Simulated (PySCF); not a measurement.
Species: C7H11 (doublet state).
Structure used (GFN2-xTB), in Å, numbered top down from 1:
```xyz
18
C7H11 angstrom
C      3.1885   -0.2315    0.4191
C      2.3275   -0.1893   -0.8444
C      0.9197   -0.0714   -0.5337
C     -0.2647    0.0262   -0.2597
C     -1.5915    0.1358    0.0352
C     -2.6153    0.1943   -1.0486
C     -2.0597    0.2011    1.4502
H      3.0527    0.6771    1.0014
H      4.2401   -0.3221    0.1551
H      2.9110   -1.0807    1.0395
H      2.4896   -1.1015   -1.4311
H      2.6293    0.6609   -1.4678
H     -3.3287   -0.6282   -0.9493
H     -2.1485    0.1349   -2.0289
H     -3.1870    1.1243   -0.9883
H     -1.2206    0.1497    2.1398
H     -2.6070    1.1301    1.6320
H     -2.7440   -0.6235    1.6679
```

The hyperfine couplings belong to this conformer and change with its torsions.

Identity: `CCC#C[C](C)C` [radical].

Level of theory: UKS B3LYP, pcH-1 on C H, non-relativistic, mean-field spin-orbit, GIAO in PySCF. Isolated species at its GFN2-xTB geometry, gas phase. Couplings are sensitive to structure, and on GFN2-xTB geometries they can be far from those on DFT ones. Stability of the SCF solution: not tested.

What is the g tensor, term by term?

```tsv
Δg (ppm)	1	2	3
relativistic mass correction	-142	-142	-142
gauge correction	-3	32	31
orbital Zeeman/spin–orbit	-4	659	865
total	-150	550	754
```

So g = 2.00217, 2.00287, 2.00307 and g_iso = 2.00270; the tensor is rhombic: the two nearest values differ by 23 % of g3 − g1. Axes: g3 points within 4° of the C2–C3 bond.

At 9.608 GHz, how far is the centre of the isotropic spectrum from where a free electron (g = 2.002319) resonates?

B = hν/(g μB) with μB/h = 13.99624 MHz/mT gives 342.84 mT for the free electron and 342.77 mT at g_iso, 0.07 mT lower.

What effective moment and Curie constant follow for a powder?

With the mean of g² = 4.0108 and S(S+1) = 0.75: μ_eff = √(⟨g²⟩S(S+1)) = 1.734 μB and χT = 0.12505·⟨g²⟩·S(S+1) = 0.376 cm³ K/mol (cgs; spin-Hamiltonian part alone).

How much does each term add to the isotropic shift?

The orbital-Zeeman/spin–orbit term 507, the mass correction -142 and the gauge correction 20 ppm, for a total of 385 ppm. The orbital-Zeeman/spin–orbit term is the largest in size. The mass correction is the same along every axis, so the anisotropy comes from the other two: their spans along these axes are 35 (gauge) and 869 ppm (orbital Zeeman/spin–orbit).

In a frozen sample, at which fields do the three g values resonate at 9.5, 34, 94 and 263 GHz (hyperfine left aside), and which band first spreads them over more than twice a line width of 0.3 mT?

```json
{"band": "X", "GHz": "9.5", "B(g3) mT": "338.86", "B(g2) mT": "338.89", "B(g1) mT": "339.01", "spread mT": "0.15"}
{"band": "Q", "GHz": "34.0", "B(g3) mT": "1212.75", "B(g2) mT": "1212.87", "B(g1) mT": "1213.30", "spread mT": "0.55"}
{"band": "W", "GHz": "94.0", "B(g3) mT": "3352.89", "B(g2) mT": "3353.23", "B(g1) mT": "3354.40", "spread mT": "1.51"}
{"band": "J", "GHz": "263.0", "B(g3) mT": "9380.96", "B(g2) mT": "9381.92", "B(g1) mT": "9385.20", "spread mT": "4.23"}
```

The spread grows in proportion to the frequency. W band is the first where it exceeds 0.6 mT.

The largest Mulliken spin populations are on C5 (+0.72), C3 (+0.50), C4 (-0.23) and C6 (-0.06). The positive populations add up to 1.40 and the negative ones to -0.40, together 2S = 1. The angles at C5 add up to 360.0°, so it is planar.

The HOMO–LUMO gaps are 5.61 eV among the α and 5.15 eV among the β orbitals.
